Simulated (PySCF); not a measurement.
## `C=C(Cl)/C(Cl)=C/Cl`, C4H3Cl3

Cartesian coordinates in Å; atom numbers follow the order of the lines, from 1:
```xyz
10

C    -2.009   -0.645    0.271
C    -1.007    0.162   -0.096
Cl   -1.380    1.696   -0.833
C     0.424   -0.129    0.066
Cl    0.813   -1.645    0.794
C     1.404    0.709   -0.317
Cl    3.067    0.387   -0.137
H    -3.046   -0.350    0.113
H    -1.792   -1.608    0.733
H     1.160    1.666   -0.777
```

Level of theory: PySCF, quadratic response CAM-B3LYP/def2-TZVPD first hyperpolarisability, Taylor convention, gas phase. Geometry: PBE0-D3(BJ)/def2-SVP.

Q: Give the tensor of the static β(0;0,0) in the axes of these coordinates.

A: In au, Taylor convention; rows are the first index (the induced dipole):
```tsv
	xx	yy	zz	xy	xz	yz
x	+259.6	+8.3	+9.4	+22.8	-6.9	+0.9
y	+22.8	+13.8	+7.8	+8.3	+0.9	+7.3
z	-6.9	+7.3	-17.0	+0.9	+9.4	+7.8
```
Norm of βᵢ = ⅓ Σⱼ (βᵢⱼⱼ + βⱼᵢⱼ + βⱼⱼᵢ): 281.4 au, hyper-Rayleigh value 112.8 au.
